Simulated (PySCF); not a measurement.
CHAlFNO, SMILES [F][AlH][N]=C=O. Atoms are numbered in the order given.

```xyz
6

Al     0.4924    -1.1991     0.0000
F     -0.8359    -2.1955     0.0000
H      1.9259    -1.8125     0.0000
N      0.2000     0.5437     0.0000
C     -0.0325     1.7256     0.0000
O     -0.2511     2.8750     0.0000
```

The structure is a stationary point at B3LYP-D3(BJ)/def2-SVP. One conformer was computed; it need not be the lowest.

These are ωB97X/def2-TZVP in PySCF values and carry that method's errors.

Symmetry labels are those of the subgroup Cs that the program uses (full group Cs).

### Question
List the valence orbital energies around the gap with their symmetry. (Estimate from the structure and the level; the computed values follow.)

### Answer

| orbital | symmetry | energy (eV) |
|---|---|---|
| HOMO−7 | A' | -16.01 |
| HOMO−6 | A" | -16.01 |
| HOMO−5 | A' | -15.65 |
| HOMO−4 | A' | -14.48 |
| HOMO−3 | A" | -14.48 |
| HOMO−2 | A' | -12.77 |
| HOMO−1 | A" | -11.49 |
| HOMO | A' | -11.32 |
| LUMO | A" | 0.58 |
| LUMO+1 | A' | 1.57 |
| LUMO+2 | A' | 2.38 |
| LUMO+3 | A' | 3.58 |
